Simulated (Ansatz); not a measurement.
Cartesian coordinates in Å:
```
C -0.463 0.740 -0.205
C -0.250 0.007 0.856
O -0.054 -0.648 1.789
Zn 1.869 -2.177 -1.172
H 0.198 1.566 -0.420
H -1.300 0.513 -0.848
```

The species carries charge 0 and has multiplicity 1. The bonds changed during the relaxation, so this is another structure than the one it started from.

Task: List the ωB97M-V/def2-TZVPP orbital energies in eV (Ansatz). (Estimate.)

Result: The calculation gave: Occupied: -9464.20, -1155.35, -1015.76, -1015.76, -1015.76, -527.97, -285.03, -281.70, -135.16, -90.48, -90.48, -90.48, -34.22, -24.65, -17.94, -16.44, -16.40, -15.77, -15.74, -15.74, -15.74, -15.74, -15.62, -13.96, -9.52, -8.44. Lowest empty: 0.97, 1.06, 1.16, 1.35, 3.20, 3.66, 4.65, 4.75.
